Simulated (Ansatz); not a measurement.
## Several solutions for triplet FeC

```xyz
2

Fe    0.0000    0.0000    0.0000
C     0.0000    0.0000    1.5900
```

Basis set: def2-SVP (spherical functions). Charge 0, multiplicity 3.

ROHF was run from several starts with Ansatz (development build ahead of 0.2.0).

| run | program | start | converged | energy (hartree) | <S²> |
| --- | --- | --- | --- | --- | --- |
| A | Ansatz | stability test followed | yes | -1299.68290 | 2.00 |
| B | Ansatz | atomic start, no search | yes | -1299.67906 | 2.00 |
| C | Ansatz | search for the lowest state | yes | -1299.69155 | 2.00 |

Problem. Which runs reached the lowest solution of this kind, and what is wrong with the others?

Solution. C reached the lowest solution found. Converged but too high: A by 0.24 eV, B by 0.34 eV. Convergence only shows a stationary point, and even a stable one can lie too high; stability tests and further starts are what find lower ones. Caution: another spin multiplicity may lie lower. Caution: an unrestricted determinant lies well below (5.67 eV lower).
